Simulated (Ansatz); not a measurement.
BFH2O2, SMILES `OB(O)F`, 6 atoms. Total charge 0; spin multiplicity 1. All runs use 2 threads of a server CPU on a shared host. Correlated methods freeze the cores. Open-shell runs search over several starts.

Question: Give the basis size and wall time and peak host memory of each of these runs in Ansatz. RKS PBE0-D4/def2-TZVP relaxation (6 steps); RKS PBE0-D4/def2-QZVPP energy; RKS HSE06-D4/def2-TZVPP energy; UKS r2SCAN-D4/def2-TZVPP energy of the cation; RHF-CCSD(T)/def2-TZVPP energy; direct RPA on PBE orbitals/def2-TZVPP energy; RKS ωB97X-V/def2-TZVPP energy; UKS PBE-D4/def2-TZVPP energy of the cation; RKS ωB97M-V/def2-TZVPP energy and forces; RKS CAM-B3LYP-D4/def2-TZVPP energy; RHF-CCSD(T)/def2-SVP energy; UKS ωB97M-V/def2-TZVPP energy of the cation. (An estimate is asked.)

Answer: The calculation gave: Other jobs shared the machine, so times are rough.

```csv
level,job,functions,wall time,peak host memory (GiB)
RHF-CCSD(T)/def2-SVP,energy,66,1.4 s,0.19
RKS CAM-B3LYP-D4/def2-TZVPP,energy,152,1.4 s,0.26
RKS HSE06-D4/def2-TZVPP,energy,152,1.4 s,0.25
direct RPA on PBE orbitals/def2-TZVPP,energy,152,2.1 s,0.26
RKS PBE0-D4/def2-QZVPP,energy,288,2.9 s,0.63
RKS ωB97X-V/def2-TZVPP,energy,152,3.3 s,0.3
RKS ωB97M-V/def2-TZVPP,energy and forces,152,4.1 s,0.31
UKS PBE-D4/def2-TZVPP,energy of the cation,152,7 s,0.3
UKS r2SCAN-D4/def2-TZVPP,energy of the cation,152,7.5 s,0.32
UKS ωB97M-V/def2-TZVPP,energy of the cation,152,9.5 s,0.43
RKS PBE0-D4/def2-TZVP,relaxation (6 steps),136,10 s,0.23
RHF-CCSD(T)/def2-TZVPP,energy,152,15 s,1.2
```

HSE06 is defined as in plane-wave codes.
